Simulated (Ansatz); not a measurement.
Isolated molecules relaxed with PBE0-D4/def2-TZVP in Ansatz; ΔE leaves out vibrations. CBS: MP2 limit from def2 TZ/QZ plus the TZ coupled-cluster correction, frozen cores. This one scheme is used for every species. DFT in def2-TZVPP. For Ga outer-core shells are correlated without core-valence functions, which leaves a few kJ/mol of doubt a bond. Scalar relativity is left out up to krypton. Each species was taken in one conformer, which may not be the lowest.

`[OH][Ga]([SH])[SiH2]F` + H₂O → `[OH][Ga]([OH])[SH]` + `F[SiH3]`  (formal hydrolysis of a Ga–Si bond)

**Question.** Is it downhill or uphill in electronic energy at CCSD(T)/CBS, and by how much? (Best estimate.)

**Answer.** Ansatz gave: Downhill: ΔE = -0.47 eV.

**Question.** What do these levels give: ωB97X-V, B2PLYP, PBE, PBE0, CCSD/def2-TZVPP, SCS-MP2/def2-QZVPP? (Best estimate.)

**Answer.** The calculation gave: ωB97X-V -0.51, B2PLYP -0.54, PBE -0.31, PBE0 -0.37, CCSD/def2-TZVPP -0.55, SCS-MP2/def2-QZVPP -0.61 eV.

Largest T1 diagnostic among the species: 0.014.

In def2-TZVPP, CCSD(T) changes the Hartree–Fock value by +0.16 eV (the triples alone add +0.02 eV) and MP2 by +0.10 eV. From PBE to PBE0 (25 % exact exchange), in def2-TZVPP and without D4, ΔE moves by −0.05 eV. The D4 term adds +0.06 eV with B3LYP and +0.03 eV with PBE0; it sums over pairs of atoms, weighted by their polarisabilities, and B3LYP, whose exchange is more repulsive, gets the larger term.

B3LYP here is the variant with VWN-RPA as its local correlation; programs differ in this.
